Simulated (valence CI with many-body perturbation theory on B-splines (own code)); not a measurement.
The numbers below are computed, except where a source is named.
## From CI to CI+MBPT in Dy²⁵⁺

Level of theory: relativistic CI+MBPT: five valence electrons over a frozen Dirac-Fock core [Kr], a basis of 7 s, 7 p, 8 d, 6 f, 4 g, 1 h functions for each j, with the one-electron correlation potential Σ1 (screened to all orders), the two-electron term Σ2, the three-electron term Σ3, Breit, model QED; selected single and double excitations, second order for the rest (own B-spline code, finite nucleus).

No measured levels were compared; by estimate terms of the open shell hold to 2 to 4 % of their energy, and close levels can change places. Core correlation moves these levels by up to 9800 cm⁻¹, and in measured spectra 5 to 20 % of such shifts remained as error; rates that hang on mixing are uncertain with them. Only levels of the ground parity were solved; by the run's estimate the other parity begins above the list, which can be wrong where configurations are misplaced.

Each rung adds one term. CI alone is the Dirac-Coulomb CI over the frozen core; QED comes last and gives the full result, which names the levels. Energies are above (4d3/2^4 4d5/2) J=5/2 on the same rung, in eV.

Levels are named by their leading jj configuration (3d3/2^4 stands for four electrons in 3d with j = 3/2), which in mixed levels can hold well under half, so a name can repeat and another be missing. Letters in brackets count levels of one name in rising energy.

```tsv
Level	CI alone	Σ1	Σ2	Σ3	Breit	QED	Full
(4d3/2^3 4d5/2^2) J=5/2 [a]	6.238	+0.0363	-0.1228	-0.0303	-0.1086	+0.0141	6.026
(4d3/2^3 4d5/2^2) J=7/2 [a]	10.242	+0.0495	-0.3270	-0.1346	-0.1601	+0.0170	9.686
(4d3/2^3 4d5/2^2) J=3/2 [a]	10.392	+0.0478	-0.1253	-0.1696	-0.1253	+0.0171	10.037
(4d3/2^3 4d5/2^2) J=11/2	11.178	+0.0550	-0.4790	-0.1325	-0.2300	+0.0177	10.409
(4d3/2^3 4d5/2^2) J=9/2	12.102	+0.0591	-0.4357	-0.1507	-0.2071	+0.0195	11.387
(4d3/2^3 4d5/2^2) J=5/2 [b]	12.332	+0.0661	-0.2875	-0.1513	-0.1940	+0.0225	11.788
(4d3/2^3 4d5/2^2) J=1/2	12.773	+0.0616	-0.0884	-0.1919	-0.1692	+0.0218	12.407
(4d3/2^3 4d5/2^2) J=7/2 [b]	14.713	+0.0593	-0.4627	-0.3135	-0.1770	+0.0189	13.838
(4d3/2^2 4d5/2^3) J=5/2 [a]	16.034	+0.0929	-0.0965	-0.1336	-0.2744	+0.0340	15.657
(4d3/2^3 4d5/2^2) J=3/2 [b]	17.553	+0.0732	-0.0723	-0.2645	-0.2001	+0.0257	17.115
(4d3/2^2 4d5/2^3) J=7/2 [a]	17.957	+0.1095	-0.3163	-0.1628	-0.3426	+0.0390	17.284
(4d3/2^2 4d5/2^3) J=11/2	18.717	+0.1166	-0.5350	-0.1340	-0.4033	+0.0399	17.801
(4d3/2^2 4d5/2^3) J=9/2 [a]	19.290	+0.1109	-0.4379	-0.1893	-0.3683	+0.0385	18.444
(4d3/2^2 4d5/2^3) J=1/2 [a]	19.294	+0.1186	-0.1674	-0.1712	-0.3276	+0.0421	18.788
(4d3/2^2 4d5/2^3) J=13/2	20.709	+0.1230	-0.6989	-0.1803	-0.4662	+0.0410	19.528
(4d3/2^2 4d5/2^3) J=3/2 [a]	19.842	+0.1154	+0.0744	-0.1893	-0.3323	+0.0420	19.552
(4d3/2^2 4d5/2^3) J=5/2 [b]	20.852	+0.1159	-0.3102	-0.2366	-0.3427	+0.0403	20.119
(4d3/2^2 4d5/2^3) J=9/2 [b]	22.701	+0.1174	-0.2257	-0.2660	-0.3802	+0.0411	21.988
(4d3/2^2 4d5/2^3) J=7/2 [b]	23.612	+0.1215	-0.5679	-0.3268	-0.3873	+0.0411	22.493
```

The middle columns are the shifts that each term adds.

(1) How does the ionisation energy move along the ladder, and which term matters most?

Results:

(1) CI alone 867.37, + Σ1 869.75, + Σ2 872.64, + Σ3 872.72, + Breit 872.58, + QED 872.60 eV. The largest step is Σ2, 2.89 eV. NIST lists 872 ± 4 eV (theoretical).
